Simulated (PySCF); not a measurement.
Te(SMe)(SiH3) (CH6SSiTe), SMILES CS[Te][SiH3].

Coordinates come from a B3LYP-D3(BJ)/def2-SVP optimisation. The structure was generated by enumeration, and PubChem lists no compound with its InChIKey, so it may never have been made. The def2 effective core potentials stand for the cores of Te; spin–orbit coupling is left out. Other conformers were not sampled.

Calculation: PySCF with TDA-PBE/def2-SVPD.

Vertical excitations. 

```csv
state,energy (eV),λ (nm),f,main pairs
S1,2.99,415,0.001,HOMO→LUMO 99 %
S2,3.11,399,0.001,HOMO−1→LUMO 99 %
S3,4.24,292,0.013,HOMO→LUMO+1 98 %
S4,4.37,284,0.022,HOMO−1→LUMO+1 96 %
S5,5.09,243,0.006,"HOMO→LUMO+2 72 %, HOMO−2→LUMO 22 %"
S6,5.24,237,0.020,"HOMO→LUMO+3 67 %, HOMO−3→LUMO 14 %, HOMO−2→LUMO 12 %"
S7,5.32,233,0.006,"HOMO−1→LUMO+2 46 %, HOMO−1→LUMO+3 20 %, HOMO→LUMO+3 13 %, HOMO−3→LUMO 9 %"
S8,5.34,232,0.015,"HOMO−3→LUMO 34 %, HOMO−1→LUMO+2 23 %, HOMO→LUMO+3 16 %, HOMO→LUMO+2 9 %"
S9,5.44,228,0.005,"HOMO−1→LUMO+3 69 %, HOMO−1→LUMO+2 27 %"
S10,5.66,219,0.060,"HOMO−2→LUMO 21 %, HOMO−1→LUMO+4 20 %, HOMO−3→LUMO 20 %, HOMO→LUMO+4 19 %"
T1,2.42,512,0,HOMO→LUMO 100 %
T2,2.60,478,0,HOMO−1→LUMO 100 %
T3,3.85,322,0,HOMO→LUMO+1 99 %
T4,4.07,304,0,HOMO−1→LUMO+1 98 %
```
Triplets are in the Tamm–Dancoff approximation.
